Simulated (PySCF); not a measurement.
# NMR parameters from quadrupole coupling constants

Compound: C₄H₆O₂Si.
SMILES with atom numbers: `[CH:1]#[C:2][C:3](=[O:4])[O:5][SiH2:6][CH3:7]` (hydrogens: H8 on C1; H9, H10 on Si6; H11, H12, H13 on C7)

Cartesian coordinates in Å at the GFN2-xTB level; atoms count from 1:
```xyz
13
C4H6O2Si angstrom
C      3.4546    1.2651   -0.0350
C      2.5605    0.4866   -0.2203
C      1.5037   -0.4711   -0.4443
O      1.6938   -1.6067   -0.7923
O      0.3054    0.0426   -0.2213
Si    -1.0886   -0.8549   -0.4150
C     -2.4081    0.4213    0.0339
H      4.2366    1.9475    0.1307
H     -1.1620   -1.2951   -1.8060
H     -1.0445   -1.9833    0.5116
H     -2.4048    1.2609   -0.6555
H     -3.3927   -0.0319    0.0009
H     -2.2582    0.8195    1.0335
```

Computed at PBE0/pcSseg-1 (PySCF, non-relativistic):

```tsv
atom	environment	nucleus	spin I	Q (b)	CQ = χzz (MHz)	η
O4	carbonyl oxygen	17O	5/2	-0.0256	9.750	0.205
O5	oxygen singly bound to a carbonyl carbon	17O	5/2	-0.0256	-8.248	0.113
```

Task: Give the quadrupolar product PQ = |CQ|√(1 + η²/3), the quadrupolar frequency νQ = 3|CQ|/[2I(2I − 1)] and the Larmor frequency ν0 = |g| × 7.62259 MHz/T × B at 9.4 T, with g(17O) = −0.75752.

Result: 
```tsv
atom	PQ (MHz)	νQ (MHz)	ν0 (MHz)	νQ/ν0
O4	9.817	1.462	54.28	0.027
O5	8.266	1.237	54.28	0.023
```

For O4: PQ = 9.750 × 1.0069, νQ = 9.750 × 0.1500, ν0 = 5.7742 MHz/T × 9.4 T.

Task: For half-integer spins with νQ below a tenth of ν0, find the second-order shift of the centre of gravity of the central transition at 9.4, 14.1 and 18.8 T.

Result: δ = −(3/40)(PQ/ν0)² [I(I + 1) − 3/4]/[I²(2I − 1)²], in ppm:

```csv
site,9.4 T,14.1 T,18.8 T
17O at O4,-196,-87.2,-49.1
17O at O5,-139,-61.8,-34.8
```

Task: In the extreme-narrowing limit, with isotropic tumbling and one correlation time, the quadrupolar linewidth goes as PQ². What relative widths follow for the 17O sites?

Result: O4 1, O5 0.71, with O4 as 1.

Task: Quadrupolar 1/T1 and linewidth for τc = 4 ps (extreme narrowing, isotropic tumbling)?

Result: 1/T1 = 1/T2 = (3π²/10)(2I + 3)/[I²(2I − 1)] × PQ² × τc; the width is 1/(πT2).

```tsv
site	spin factor (2I + 3)/[I²(2I − 1)]	1/T1 (s⁻¹)	T1 (ms)	linewidth (Hz)
17O at O4	0.320	365	2.74	116
17O at O5	0.320	259	3.86	82.4
```

The couplings are those of the rigid, isolated species; surroundings and motion change them. GFN2-xTB bond lengths can be off by several hundredths of an ångström, more for odd bonds, and the gradients follow them. These gradients aren't converged with respect to the basis.

The run behind these numbers computed NMR shieldings as well. Hardware: one thread of an Arm Neoverse V1, on a shared host. Cost: 19 s, 0.71 GiB resident at most.

One conformer stands for the species.
